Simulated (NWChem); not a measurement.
Species: C3H4F2Si; SMILES CC#C[SiH](F)F

Computed with NWChem. Coordinates come from a PBE-D3(BJ)/def2-SVP optimisation. Level: PBE0/def2-SVP with SMD (1 M gas to 1 M solution), gas-phase geometry. Reactions with the solvent are ignored.

| solvent | dielectric constant | solvation free energy (kcal/mol) | cavity-dispersion-structure term (kcal/mol) | dipole in solution (D) |
|---|---|---|---|---|
| water | 78.4 | -0.5 | 4.9 | 4.61 |
| n-hexane | 1.88 | -3.0 | -0.7 | 4.04 |
| cyclohexanone | 15.6 | -3.7 | 1.3 | 4.54 |
| methanol | 32.6 | -4.1 | 1.2 | 4.58 |
| ethanol | 24.9 | -4.2 | 1.1 | 4.57 |
| acetone | 20.5 | -4.6 | (withheld) | 4.56 |
| dichloromethane | 8.93 | -5.0 | -0.2 | 4.48 |

Task: Fill in the missing entries.

Result: 
- acetone, cavity-dispersion-structure term (kcal/mol): 0.6
